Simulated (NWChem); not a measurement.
System meant: AuNH3F; SMILES [NH3]->[Au][F]

The following NWChem deck was run.

```
start job
memory heap 200 mb stack 900 mb global 1100 mb
geometry units angstroms noautoz
  Au     0.000000     0.000000     0.044724
  F      0.000000     0.000000     1.968914
  N      0.000000     0.000000    -2.014625
  H     -0.066715     0.946256    -2.394152
  H     -0.786124    -0.530905    -2.394152
  H      0.852839    -0.415351    -2.394152
end
basis spherical
  * library def2-svp
end
dft
  xc pbe0
  iterations 150
  mulliken
end
task dft energy
```

End of the output:

```
          Convergence Information
          -----------------------
          Convergence aids based upon iterative change in
          total energy or number of iterations.
          Levelshifting, if invoked, occurs when the
          HOMO/LUMO gap drops below (HL_TOL):  1.00D-02
          DIIS, if invoked, will attempt to extrapolate
          using up to (NFOCK): 10 stored Fock matrices.

                    Damping( 0%)  Levelshifting(0.5)       DIIS
                  --------------- ------------------- ---------------
          dE  on:    start            ASAP                start
          dE off:    2 iters        150 iters           150 iters

      Screening Tolerance Information
      -------------------------------
          Density screening/tol_rho:  1.00D-10
          AO Gaussian exp screening on grid/accAOfunc:  14
          CD Gaussian exp screening on grid/accCDfunc:  20
          XC Gaussian exp screening on grid/accXCfunc:  20
          Schwarz screening/accCoul:  1.00D-08

      Superposition of Atomic Density Guess
      -------------------------------------

      charge =      79.0 Au (Gold)

      symmetry species            s     p     d     f
      number of basis functions = 7     6     5     1
      number of cont. functions = 6     3     2     1
      number of closed shells   = 6     4     2     1
      number of open shells     = 0     0     1     0
      open shell occupation     = 0     0     9     0
 ------------------------------------------------------------------------
 atomscf:atomd: error in atom scf                   0
 ------------------------------------------------------------------------
 ------------------------------------------------------------------------
  current input line :
    19: task dft energy
 ------------------------------------------------------------------------
 ------------------------------------------------------------------------
 This error has not yet been assigned to a category
 ------------------------------------------------------------------------
 For more information see the NWChem manual at https://nwchemgit.github.io

0:atomscf:atomd: error in atom scf:Received an Error in Communication
```

Question: What is wrong, and how is it mended?

Answer: The program stopped with an error. Cause: the def2 basis of a heavy element holds valence functions alone and wants its effective core potential (without it all electrons must fit into that basis). This input runs:
```
start job
memory heap 200 mb stack 900 mb global 1100 mb
geometry units angstroms noautoz
  Au     0.000000     0.000000     0.044724
  F      0.000000     0.000000     1.968914
  N      0.000000     0.000000    -2.014625
  H     -0.066715     0.946256    -2.394152
  H     -0.786124    -0.530905    -2.394152
  H      0.852839    -0.415351    -2.394152
end
basis spherical
  * library def2-svp
end
ecp
  Au library def2-ecp
end
dft
  xc pbe0
  iterations 150
  mulliken
end
task dft energy
```
It converges to -291.87418 Ha (PBE0/def2-SVP with def2 effective core potentials on Au).
